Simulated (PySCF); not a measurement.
# Ba: excitation energy

Ba [Xe] 6s2 (1S) → Ba [Xe] 6s1 6p1 (3P), as a difference of total energies. All numbers are calculated (PySCF 2.14, scalar relativity by spin-free X2C-1e, in x2c-TZVPPall with one added diffuse shell each of s, p, d type (12s8p7d2f1g, 94 functions)). Correlated levels: valence and next inner shell: [Kr] 4d10 frozen. The calculations carry no spin-orbit coupling.

```json
{"method": "UHF", "excitation energy (eV)": "0.794", "error (eV)": "-0.828"}
{"method": "MP2 (valence and next inner shell)", "excitation energy (eV)": "1.578", "error (eV)": "-0.044"}
{"method": "SCS-MP2 (valence and next inner shell)", "excitation energy (eV)": "1.619", "error (eV)": "-0.003"}
{"method": "CCSD (valence and next inner shell)", "excitation energy (eV)": "1.524", "error (eV)": "-0.098"}
{"method": "CCSD(T) (valence and next inner shell)", "excitation energy (eV)": "1.597", "error (eV)": "-0.025"}
```

Reference: 1.622 eV (measured; NIST levels, between the centres of gravity of the two terms).

Errors of the correlated levels include the incompleteness of this basis and the frozen core.
